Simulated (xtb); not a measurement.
KCl, SMILES [Cl][K]. All values are semi-empirical tight-binding results from xtb (GFN2-xTB unless named), good for trends rather than for accurate numbers. Coordinates come from a GFN2-xTB optimisation.

For metal compounds this method's bond lengths and energies can be far off.

The point group as xtb finds it is C∞v and the orbital gap comes out as 1.53 eV.
